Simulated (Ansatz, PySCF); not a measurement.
Complex: HF (SMILES F) (first 2 atoms) with H2S (SMILES S); geometry from B3LYP-D3(BJ)/def2-TZVP, rigid monomers moved along the line of their centres of mass till H2···S3 is 2.02 Å.
(charge 0, multiplicity 1):
```json
[
 {"atom": "F", "x (Å)": "-0.3220", "y (Å)": "1.2299", "z (Å)": "0.1026"},
 {"atom": "H", "x (Å)": "-0.0385", "y (Å)": "0.6519", "z (Å)": "0.7866"},
 {"atom": "S", "x (Å)": "0.3862", "y (Å)": "-0.5771", "z (Å)": "2.3291"},
 {"atom": "H", "x (Å)": "-0.1919", "y (Å)": "0.2275", "z (Å)": "3.2367"},
 {"atom": "H", "x (Å)": "-0.7327", "y (Å)": "-1.3029", "z (Å)": "2.1654"}
]
```

Counterpoise-corrected where a basis set is named; no monomer relaxation.

Correlated levels freeze the cores.

The values were computed with Ansatz (Gaussian basis) for Hartree–Fock, density functionals and correlated methods; PySCF for the dispersion terms. 

Q: Give the interaction energy at the level PBE-D3(BJ)/def2-TZVPPD.

A: -6.3 kcal/mol

Ansatz is a quantum-chemistry and plane-wave program.
